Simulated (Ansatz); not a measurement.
FH3NOSTa, SMILES `[NH2][Ta]([OH])([F])=[S]`, 8 atoms. Total charge 0; spin multiplicity 1. Correlated methods include outer-core shells of Ta, which these sets cover unevenly. Ta: def2 effective core potential. All runs use 4 threads of an AMD EPYC 7B13 on a shared host. Correlated methods freeze the cores.

Q: Give the basis size and wall time and peak host memory of each of these runs in Ansatz. RKS PBE0-D4/def2-SVP energy; RKS ωB97M-V/def2-QZVPP energy; direct RPA on PBE orbitals/def2-TZVPP energy; RHF-CCSD(T)/def2-SVP energy; RKS PBE0-D4/def2-TZVP relaxation (6 steps); RKS SPW92 (LDA)/def2-TZVPP energy; RKS PBE0-D4/def2-QZVPP energy; RKS ωB97X-V/def2-TZVPP energy; RKS PBE0-D4/def2-TZVP frequencies; RKS r2SCAN-D4/def2-TZVPP energy and forces; RHF-MP2/def2-QZVPP energy; RHF-CCSD(T)/def2-TZVPP energy. (Best estimate.)

A: The calculation gave: Other jobs shared the machine, so times are rough.

| level | job | functions | wall time | peak host memory (GiB) |
| --- | --- | --- | --- | --- |
| RKS PBE0-D4/def2-SVP | energy | 107 | 1.1 s | 0.26 |
| RKS SPW92 (LDA)/def2-TZVPP | energy | 233 | 1.1 s | 0.31 |
| RKS r2SCAN-D4/def2-TZVPP | energy and forces | 233 | 4.5 s | 0.35 |
| direct RPA on PBE orbitals/def2-TZVPP | energy | 233 | 4.8 s | 0.59 |
| RKS PBE0-D4/def2-QZVPP | energy | 412 | 6 s | 1.4 |
| RKS ωB97X-V/def2-TZVPP | energy | 233 | 7 s | 0.73 |
| RHF-CCSD(T)/def2-SVP | energy | 107 | 8.5 s | 0.59 |
| RHF-MP2/def2-QZVPP | energy | 412 | 14 s | 2 |
| RKS ωB97M-V/def2-QZVPP | energy | 412 | 14 s | 1.7 |
| RKS PBE0-D4/def2-TZVP | relaxation (6 steps) | 188 | 19 s | 0.52 |
| RKS PBE0-D4/def2-TZVP | frequencies | 188 | 94 s | 0.52 |
| RHF-CCSD(T)/def2-TZVPP | energy | 233 | 2.7 min | 4.8 |
